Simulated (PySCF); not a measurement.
**A small calculation by hand: refractive index and permittivity of the vapour**

C₅H₈S, SMILES S(C)[C@@H](C)C#C.

Geometry: r2SCAN-D4/def2-SVP. The structure was generated by enumeration; whether it is a known compound was not checked. Other conformers were not sampled.

PBE/def2-TZVP (PySCF) gives a mean static polarisability of 79.9 bohr³ and a dipole moment of 1.29 D. Take an ideal gas at 298.15 K and 0.1 bar, whether or not the substance is that volatile.

Problem. Work out n − 1 in the optical limit and the static ε − 1.

Solution. 
Polarisability volume α' = 79.9 × 0.148185 = 11.84 Å³. Number density N = p/kT = 2.43e-6 Å⁻³.
Dilute limit of Lorentz–Lorenz: n − 1 = 2π N α' = 0.00018.
Orientation term of Debye: μ²/(3kT) = 8.098 Å³ × μ²(D²) = 13.48 Å³.
ε − 1 = 4π N (α' + μ²/3kT) = 0.00077. Orientation of the dipole supplies 53 % of the static response; it can't follow optical fields. Vibrational polarisation and dispersion are left out.
